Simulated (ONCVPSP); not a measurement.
**Scattering properties, ONCV potential for dysprosium**

```json
{
  "Element": "dysprosium",
  "Generator": "ONCVPSP 4.0.1",
  "Type": "optimised norm-conserving Vanderbilt (ONCV)",
  "Functional": "LDA (Perdew-Zunger)",
  "Relativity": "scalar-relativistic",
  "Frozen core": "[Xe] 4f9",
  "Valence charge": "3",
  "Reference configuration": "5d1 6s2",
  "Partial waves": "6s: rc 3.50 bohr, ncon 4, nbas 7, qcut 1.8 1/bohr, 2 projectors, debl 2.7 Ha; p scattering state at 0.08 Ha: rc 3.65 bohr, ncon 4, nbas 8, qcut 2.6 1/bohr, 3 projectors, debl 2.4 Ha; 5d: rc 3.15 bohr, ncon 4, nbas 9, qcut 4.5 1/bohr, 2 projectors, debl 2.2 Ha",
  "Local potential": "polynomial inside 2.55 bohr (lpopt 5, dvloc0 2 Ha)",
  "Core correction": "Teter function, fcfact 2, rcfact 1.1"
}
```

In the p channel the program set the typed energies aside and used 0.050, 2.450, 4.850 Ha.

The phase is arctan(r·R′/R) of the radial function R(r), unwrapped; energies in Ha, scanned from -2 to 5 Ha. A pole is an energy at which the radial function vanishes at the test radius. The pseudo phase is shifted by a multiple of π to meet the all-electron one at the reference energy, and phase errors are pseudo minus all-electron; the curves can meet again beyond the range given. Levels narrower than the energy grid can be missing from the lists of poles. n/a: not evaluated, since a narrow level or a reset projector energy made the automatic matching unsafe.

```csv
channel,radius (bohr),reference energy (Ha),"poles, all-electron","poles, pseudo",unbroken range about the reference energy with phases within 0.05 rad,phase error 1 Ha above the reference energy (rad)
s,3.55,-0.16,"0.39, 2.84","0.37, 2.96",n/a,n/a
p,3.71,0.05,"-1.04, 0.72, 3.06","0.70, 3.05",-0.9 to 1.4,-0.012
d,3.19,-0.09,"0.15, 2.30","0.15, 2.30",below 3.4,+0.038
```

Note: no bound ghost flagged; GHOST(+) flagged for s at 73.0 eV, p at 154.0 eV.

Phases in the s channel:

```csv
E (Ha),all-electron,pseudo
-1.98,1.365,-1.754
-1.80,-1.761,-1.767
-1.62,-1.780,-1.783
-1.44,-1.801,-1.804
-1.26,-1.828,-1.831
-1.08,-1.866,-1.869
-0.90,-1.924,-1.928
-0.72,-2.025,-2.030
-0.54,-2.246,-2.253
-0.36,-2.915,-2.922
-0.18,-4.017,-4.017
0.00,-4.440,-4.442
0.18,-4.605,-4.609
0.36,-4.699,-4.707
0.54,-4.771,-4.784
0.72,-4.841,-4.866
0.90,-4.934,-4.986
1.08,-5.104,-5.247
1.26,-5.597,-6.161
1.44,-6.889,-7.231
1.62,-7.441,-7.533
1.80,-7.615,-7.652
1.98,-7.699,-7.716
2.16,-7.750,-7.758
2.34,-7.786,-7.789
2.52,-7.814,-7.814
2.70,-7.837,-7.815
2.88,-7.858,-7.846
3.06,-7.879,-7.864
3.24,-7.901,-7.880
3.42,-7.926,-7.896
3.60,-7.957,-7.914
3.78,-8.001,-7.935
3.96,-8.075,-7.961
4.14,-8.234,-7.997
4.32,-8.804,-8.054
4.50,-10.223,-8.165
4.68,-10.654,-8.492
4.86,-10.787,-9.855
```
